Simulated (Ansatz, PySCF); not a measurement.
CHF₂, doublet, at a GFN2-xTB geometry. Base run: CASSCF(5,5)/def2-SVP in PySCF.

PySCF was given this input:
```python
from pyscf import gto, scf, mcscf
import numpy

mol = gto.Mole()
mol.atom = '''
    C     0.06401414   -0.00053804    0.50038755
    F    -0.08071573    1.09566547   -0.23113025
    F    -0.06029074   -1.09592016   -0.23609971
    H     0.88497342    0.00552047    1.20274435
'''
mol.basis = 'def2-svp'
mol.spin = 1
mol.verbose = 3
mol.build()

mf = scf.ROHF(mol)
mf.kernel()
mc = mcscf.CASSCF(mf, 5, 5)
mc.fix_spin_(ss=0.75)
mc.kernel()
occ = numpy.linalg.eigvalsh(mc.fcisolver.make_rdm1(mc.ci, mc.ncas, mc.nelecas))[::-1]
ss = mc.fcisolver.spin_square(mc.ci, mc.ncas, mc.nelecas)[0]
print('natural occupations', occ.round(4), ' <S^2>', round(ss, 4))
```

Programs used: Ansatz (a program for electronic structure), PySCF; a row that names a program was run with it.

Variants of this job, named by their change:

| change | ΔE vs base (kcal/mol) | natural occupations | <S^2> of the state |
|---|---|---|---|
| base | 0.000 | 1.98 1.98 1.00 0.02 0.02 | 0.75 |
| active space = 5 electrons, 7 orbitals | -17.34 | 1.98 1.98 1.00 0.02 0.01 0.00 0.00 | 0.75 |
| code = ansatz; correction = SC-NEVPT2, all electrons | -277.0 | - | - |
| solver = newton | 9.09 | 1.99 1.98 1.00 0.02 0.01 | 0.75 |
| conv_tol = 1e-5 | 0.000 | 1.98 1.98 1.00 0.02 0.02 | 0.75 |
| active space = 7 electrons, 6 orbitals | -3.87 | 2.00 1.98 1.98 1.00 0.02 0.02 | 0.75 |
| active space = 5 electrons, 6 orbitals | -10.93 | 1.99 1.98 1.00 0.02 0.01 0.00 | 0.75 |
| orbitals = fixed (CASCI) | 24.48 | 2.00 2.00 1.00 0.00 0.00 | 0.75 |
| fix_spin_ = off | 0.000 | 1.98 1.98 1.00 0.02 0.02 | 0.75 |
| active space = 3 electrons, 5 orbitals | 8.24 | 1.98 1.00 0.02 0.00 0.00 | 0.75 |
| code = ansatz | -3.23 | - | - |

Active orbitals are taken around the Fermi level unless the row says otherwise; CASSCF can end in different local minima, and two programs can end on different orbitals. State-averaged rows give the lowest state.

Open shells are given as the SCF converged; they aren't shown to be the lowest states, and a large step between rows can be another state.
